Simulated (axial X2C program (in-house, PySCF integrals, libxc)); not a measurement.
Worked dissociation energy of BaN⁺: HF, scalar-relativistic

Computed with an in-house relativistic program for diatomic molecules. Spin-free means the one-electron spin-free X2C Hamiltonian. Basis: Ba dyall-cv3z [14s14p9d5f1g], N dyall-av3z [7s7p3d2f] (cores contracted in-house); Gaussian nuclei, density fitting, unrestricted open shells. Masses: Ba 137.905 u, N 14.003 u.

Molecular state: M_S = 1, Λ = 1 (beyond evenly filled blocks: σα, π+α, π+β, π-α).

```
E(Ba+) (2M_S = 1, M_L = 0) : -8131.513792 hartree
E(N) (2M_S = 3, M_L = 0)   : -54.433783 hartree
E(BaN⁺) at Re              : -8185.952840 hartree
ωe                         : 490.9 cm⁻¹
```

Question: Work out De and D0.

Answer: De = -8131.513792 + (-54.433783) − (-8185.952840) = 0.00527 hartree = 0.143 eV. The zero-point energy is ωe/2 = 245 cm⁻¹ = 0.030 eV, so D0 = 0.113 eV.

Dissociation energies refer to the lowest single-determinant-based atoms at the same level and basis. The state is one determinant with fixed occupations, lowest in a PBE0 search at one distance only: followed along the bond, the spin-free determinant M_S = 1, Λ = 0 reaches 0.06 eV lower at PBE0, at Re = 2.369 Å, so the state shown is not the lowest. The determinant is spin-polarised beyond a pure state at some levels (its spin-free form has ⟨S²⟩ too high), which makes Re and μ there less reliable. The stretched end of a curve changes character and is left out.

Hartree–Fock lacks correlation and underbinds, often by eV.

Each atomic determinant is the lowest at this level and need not be a pure term. Totals compare only within one Hamiltonian and basis.
